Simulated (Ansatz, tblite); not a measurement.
Forces on B₈⁺ at its PBE-D4/def2-SVP geometry. Charge 1, multiplicity 2.

The xTB rows come from tblite. The structure comes from a short search, and lower isomers may exist.

GFN1-xTB (tblite), largest force 0.33 eV/Å:

```xyz
8
positions Å, forces eV/Å
B     0.890    1.350    0.905   -0.012   -0.132   -0.131
B    -0.564    1.037    1.403   -0.186   -0.237   -0.137
B     1.680    0.653   -0.272   -0.140   -0.209   -0.143
B    -1.424   -1.111   -0.353    0.002    0.220    0.233
B     0.000    0.000    0.000    0.001   -0.003   -0.001
B     1.202   -0.543   -1.251   -0.015    0.163    0.181
B    -0.182   -1.323   -1.280    0.181    0.158    0.060
B    -1.602   -0.062    0.847    0.170    0.039   -0.063
```

GFN2-xTB (tblite), largest force 1.32 eV/Å:

```
B -0.394 -0.767 -0.579
B -0.010 -0.866 -0.895
B -1.107 -0.669 -0.074
B 0.660 0.848 0.517
B 0.000 -0.002 0.000
B -0.687 0.552 0.970
B 0.352 0.810 0.643
B 1.184 0.095 -0.582
```

PBE-D4/def2-TZVP (Ansatz), largest force 0.37 eV/Å:

```
B -0.193 -0.266 -0.169
B 0.171 -0.166 -0.264
B -0.325 -0.080 0.097
B 0.311 0.182 0.021
B 0.000 -0.001 -0.003
B -0.255 0.067 0.219
B -0.004 0.258 0.268
B 0.294 0.007 -0.170
```
